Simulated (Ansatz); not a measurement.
One change: `CNBO` becomes `BNC`.

Ansatz, PBE0-D4/def2-TZVP geometries, multiplicity 1. Each molecule was computed in one conformer, which needn't be the lowest.

| property | `CNBO` |
| --- | --- |
| LUMO energy (ωB97M-V/def2-TZVPP) / eV | 2.54 |
| HOMO–LUMO gap (PBE/def2-TZVPP) / eV | 6.15 |
| LUMO energy (B3LYP/def2-TZVPP) / eV | 0.87 |
| HOMO energy (PBE/def2-TZVPP) / eV | -5.74 |
| zero-point energy (PBE0-D4/def2-TZVP) / kJ/mol | 218.7 |
| HOMO–LUMO gap (ωB97M-V/def2-TZVPP) / eV | 11.99 |

Question: What does the change do to each property? (Best estimate.)

Answer: Ansatz gave: 
| property | `BNC` | shift |
| --- | --- | --- |
| LUMO energy (ωB97M-V/def2-TZVPP) / eV | 2.02 | -0.52 |
| HOMO–LUMO gap (PBE/def2-TZVPP) / eV | 5.92 | -0.23 |
| LUMO energy (B3LYP/def2-TZVPP) / eV | 0.00 | -0.87 |
| HOMO energy (PBE/def2-TZVPP) / eV | -6.61 | -0.87 |
| zero-point energy (PBE0-D4/def2-TZVP) / kJ/mol | 201.5 | -17.2 |
| HOMO–LUMO gap (ωB97M-V/def2-TZVPP) / eV | 12.26 | 0.27 |

With PBE0 the HOMO falls by 0.78 eV and the LUMO falls by 1.01 eV, so the gap narrows by about 0.23 eV. PBE moves the HOMO by -0.87 eV and ωB97M-V by -0.79 eV. The zero-point energy changes by -17.2 kJ/mol with -3 modes.

B3LYP here is the variant with VWN-RPA as its local correlation; programs differ in this.
